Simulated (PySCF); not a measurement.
A side-by-side comparison of computed properties.

First species: C₇H₁₀Si.
Z-matrix (Å and degrees, GFN2-xTB geometry), rows numbered from 1:
```
C 
Si  1  1.9003
C   2  1.8904  1  109.88
C   3  1.3919  2  121.10  1   -89.93
C   4  1.3831  3  121.33  2  -179.82
C   5  1.3846  4  119.96  3    -0.03
C   6  1.3847  5  119.63  4    -0.28
C   7  1.3832  6  119.98  5     0.31
H   1  1.0864  2  111.40  3    60.13
H   1  1.0860  2  110.95  3  -179.96
H   1  1.0864  2  111.43  3   -59.98
H   2  1.4689  1  109.78  3  -119.66
H   2  1.4689  1  109.80  3   119.67
H   4  1.0813  3  119.26  2     0.01
H   5  1.0811  4  120.05  3   179.85
H   6  1.0806  5  120.20  4   179.63
H   7  1.0811  6  119.96  5  -179.82
H   8  1.0813  3  119.26  2     0.03
```

Second species: C5H6FNSi.
Numbering: `[N:1]#[C:2][C:3]1=[CH:4][CH2:5][SiH2:6][C@H:7]1[F:8]` (hydrogens: H9 on C4; H10, H11 on C5; H12, H13 on Si6; H14 on C7)

Levels: B3LYP/def2-SVPD for HOMO energy, LUMO energy, HOMO–LUMO gap and static isotropic polarisability; TDDFT B3LYP/def2-SVPD for lowest singlet excitation; TDA B3LYP/def2-SVPD for lowest triplet excitation (Tamm–Dancoff). Geometries: GFN2-xTB. Each structure is a single optimised conformer of the isolated species, non-relativistic unless stated. Electronic properties by PySCF.

Dipoles, sizes and rotational constants follow the conformer. The torsions of the flexible species, by atom-mapped SMILES:
- `[CH3:1][SiH2:2][c:3]1[cH:4][cH:5][cH:6][cH:7][cH:8]1`: C1–Si2–C3–C4 -90°

The conformers of `N#CC1=CC[SiH2][C@H]1F` aren't listed.

```tsv
property	column X	column Y
HOMO energy	-7.09 eV	-7.93 eV
LUMO energy	-0.73 eV	-1.82 eV
HOMO–LUMO gap	6.36 eV	6.11 eV
lowest singlet excitation	5.34 eV	5.55 eV
lowest triplet excitation (Tamm–Dancoff)	4.16 eV	3.77 eV
static isotropic polarisability	107.4 au	87.8 au
```

(1) Which column belongs to which species?

(2) How does each property change from the first species to the second?

Results:

(1) Column X is the first species and column Y the second. The first has 18 atoms and 66 electrons, the second 14 and 66.

(2) HOMO energy -0.84 eV; LUMO energy -1.09 eV; HOMO–LUMO gap -0.25 eV; lowest singlet excitation +0.21 eV; lowest triplet excitation (Tamm–Dancoff) -0.39 eV; static isotropic polarisability -19.6 au.

On the first: The principal polarisabilities are 78.5, 106.4 and 137.3 au; their mean is the isotropic value. The polarisability is 15.91 Å³ as a volume (1 au = 0.148185 Å³), or 1.63 au for each of the 66 electrons.

On the second: S1 lies 0.56 eV below the HOMO–LUMO gap; its leading configuration is HOMO−1→LUMO, weight 0.86. The principal polarisabilities are 64.4, 84.0 and 115.1 au; their mean is the isotropic value.
